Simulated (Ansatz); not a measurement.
System: sum formula BOCl$_{2}$ (charge -1, singlet). It need not be the lowest isomer of its formula. Whether it binds its extra electron was not tested at this geometry. SMILES: [O-]B(Cl)Cl
Geometry: optimised at B3LYP-D3(BJ)/def2-TZVP (Ansatz, a quantum-chemistry and plane-wave program).

Parts of the frozen-core correlation energy in STO-3G (Ansatz, hartree). Frozen orbitals: 12; correlated occupied orbitals by spin: 12 and 12; virtual: 4 and 4. Spin-orbit coupling is left out. Non-relativistic.

```json
[
 {"term": "reference (HF)", "value": "-1007.44999"},
 {"term": "MP2 opposite-spin", "value": "(withheld)"},
 {"term": "MP2 same-spin", "value": "-0.02573"},
 {"term": "CCSD correlation", "value": "(withheld)"},
 {"term": "(T)", "value": "(withheld)"},
 {"term": "FCI minus CCSD(T)", "value": "-0.00051"},
 {"term": "T1 diagnostic", "value": "0.014"},
 {"term": "largest doubles amplitude", "value": "0.117"}
]
```

Q: Some entries are withheld; supply them.

A: 
- MP2 opposite-spin, value: -0.08565
- CCSD correlation, value: -0.12095
- (T), value: -0.00629
